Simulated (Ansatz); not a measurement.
Process, species as SMILES: N[Si](N)(F)F + H+ -> N[Si]([NH3+])(F)F
Geometries: B3LYP-D3(BJ)/def2-TZVP minima from Ansatz (an electronic-structure program), one conformer each, not searched for the lowest. Frequencies are from Ansatz.
Geometry of the first species:
```
Si
F 1 1.5973
F 1 1.5973 2 103.82
N 1 1.6874 2 104.95 3 122.72
H 4 1.0061 1 121.82 2 175.88
H 4 1.0065 5 112.67 1 -158.37
N 1 1.6874 2 116.46 3 -114.78
H 7 1.0061 1 121.82 2 -69.98
H 7 1.0065 8 112.67 1 -158.37
```

Wanted: proton affinity (enthalpy at 298 K, with B3LYP-D3(BJ) rigid-rotor harmonic-oscillator terms), positive where the reaction releases energy, in kcal/mol. Valence correlation only, unless marked. No spin-orbit coupling. Non-relativistic. Basis-set limits of correlation are two-point, X^-3; Hartree-Fock from the larger set. The bracket is a focal-point correction in the basis named.

RI-MP2/CBS(cc-pV(T+d)Z,cc-pV(Q+d)Z)+[CCSD(T)-MP2]/cc-pV(T+d)Z (Ansatz) gives 201.3 kcal/mol.

Task: Another calculation gave 202.2 kcal/mol. Which level was it?
A. SVWN5/def2-TZVPD (Ansatz)
B. CAM-B3LYP/def2-TZVPD (Ansatz)
C. HSE06/def2-TZVPD (Ansatz)

Result: C, HSE06/def2-TZVPD (Ansatz). The others give 198.8 (CAM-B3LYP), 194.7 (SVWN5) kcal/mol.
